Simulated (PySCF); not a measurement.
Shieldings and the share of exact exchange

Molecule: `BC(=C)Cl`, C2H4BCl.

Bonds (- single, = double, # triple, : aromatic): B1-C2 1.544 Å, C2=C3 1.324 Å, C2-Cl4 1.786 Å. B1 carries H5, H6; C3 carries H7, H8. H7 is cis to B1; H8 is trans to B1.

GIAO shieldings (ppm, equivalent atoms averaged) in PySCF 2.14.0 with density-fitted response routines on the PBE0-D3(BJ)/def2-SVP geometry, basis pcSseg-2, gas phase, non-relativistic:

| functional | exact exchange (%) | σ(B1) | σ(Cl4) |
| --- | --- | --- | --- |
| BLYP | 0 | 51.2 | 778.1 |
| BP86 | 0 | 54.0 | 789.5 |
| PBE | 0 | 52.4 | 789.2 |
| PBE0 | 25 | 56.6 | 828.6 |
| mPW1PW91 | 25 | 57.1 | 827.0 |
| BHandHLYP | 50 | 59.6 | 852.1 |
| HF | 100 | 71.6 | 910.9 |

(1) Fit each shielding as a line in the percentage of exact exchange.

(2) What does the line predict for B3LYP (20 %), and what does the run give?

## Answers

(1) σ(B1) = 52.2 + 0.18 x (rms 1.1 ppm); σ(Cl4) = 789.2 + 1.25 x (rms 5.9 ppm). The functionals also differ in their semilocal parts, which the line can't hold; Hartree–Fock has no correlation at all.

(2) σ(B1): 55.8 predicted, 54.3 computed; σ(Cl4): 814.2 predicted, 810.6 computed ppm.
